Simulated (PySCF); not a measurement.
Mg(NH2)(SH) (H3MgNS), SMILES [NH2][Mg][SH]. Atoms are numbered in the order given.

```xyz
6

Mg     0.0098     0.5528     0.0000
N     -0.0087     2.4360     0.0000
H     -0.0167     3.0337     0.8140
H     -0.0167     3.0337    -0.8140
S      0.0775    -1.7435     0.0000
H     -1.2635    -1.8574     0.0000
```
Charge 0, spin multiplicity 1.

Geometry: B3LYP-D3(BJ)/def2-TZVP. Other conformers were not sampled.

Computed with B3LYP/pcSseg-2 (PySCF).

GIAO shieldings, no solvent; atoms alike by connectivity are averaged. δ = σ(ref) − σ: ¹⁵N against NH3 (σ = 260.3 ppm); ¹H against TMS (σ = 31.68 ppm); ³³S against H2S (σ = 688.9 ppm), references at their B3LYP-D3(BJ)/def2-TZVP geometries, non-relativistic.

```tsv
atoms	nucleus	count	δ (ppm)
N2	¹⁵N	1	[?]
H3, H4	¹H	2	-0.44
H6	¹H	1	-1.20
S5	³³S	1	[?]
```

**Question.** Fill in the missing entries. (Estimate from the structure and the level; the computed values follow.)

**Answer.** 
- S5, δ (ppm): -138.7
- N2, δ (ppm): -11.3
